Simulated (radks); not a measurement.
All-electron atom: Ce III in [Xe] 4f2 (the NIST ground configuration). Method: scalar-relativistic Kohn-Sham, r2SCAN, spin-unpolarised, spherical densities, finite nucleus; meta-GGA in the generalised Kohn-Sham scheme; Fermi nuclear charge, rms radius 4.8771 fm; computed with a radial shooting solver on a logarithmic mesh with Libxc functionals.

Local quantities along the radius. ELF = 1/(1 + alpha^2) is the electron localisation function; alpha = (tau - tau_W)/tau_unif compares the Pauli kinetic energy density with that of the uniform gas. tau is taken from the large components.

r (bohr)    ELF    alpha
0.002291  0.999  0.02698
0.003031  0.999  0.03014
0.004011  0.999  0.03533
0.005307  0.998  0.04397
0.007022  0.997  0.05902
0.009291  0.992  0.08705
0.01229   0.980   0.1441
0.01627   0.931   0.2713
0.02152   0.757   0.5659
0.02848   0.445    1.118
0.03768   0.324    1.445
0.04985   0.495    1.011
0.06596   0.717   0.6276
0.08727   0.713   0.6347
0.1155    0.437    1.135
0.1528    0.362    1.328
0.2022    0.665   0.7102
0.2675    0.742   0.5903
0.3511    0.339    1.395
0.4645    0.307    1.503
0.6146    0.742   0.5889
0.8132    0.627   0.7711
1.076     0.280    1.605
1.424     0.502   0.9967
1.884     0.745   0.5854
2.492     0.560   0.8870
3.298     0.099    3.021
4.364     0.002    22.87
5.773     0.000    212.9

On this mesh the ELF has minima near r = 0.038, 0.13, 0.41, 1.1 bohr, which separate the shells, and maxima near 0.076 (0.75), 0.23 (0.75), 0.61 (0.74), 1.9 (0.74).
